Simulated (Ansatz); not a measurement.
`[F][Nb]([F])([F])=[S]`. Charge 0, multiplicity 1. Correlated methods include outer-core shells of Nb, which these sets cover unevenly. Nb takes the def2 core potential.

```json
{"atom": "F1", "x (Å)": "-1.743", "y (Å)": "0.680", "z (Å)": "-0.097"}
{"atom": "Nb2", "x (Å)": "-0.039", "y (Å)": "-0.032", "z (Å)": "-0.060"}
{"atom": "F3", "x (Å)": "-0.100", "y (Å)": "-1.860", "z (Å)": "0.207"}
{"atom": "F4", "x (Å)": "0.872", "y (Å)": "0.370", "z (Å)": "-1.617"}
{"atom": "S5", "x (Å)": "1.011", "y (Å)": "0.842", "z (Å)": "1.568"}
```

Problem. Give the diagnostics of a CCSD(T)/def2-TZVPP run (frozen core, Ansatz). (An estimate is asked.)

Solution. Ansatz gave: T1 = 0.0229, largest single amplitude 0.056, largest double 0.055, (T) share of the correlation energy 4.7 %, 13 CCSD cycles. The RHF solution is stable towards an unrestricted one. T1 lies over the customary mark of 0.02 for closed shells; compounds of d metals often pass it without a breakdown.
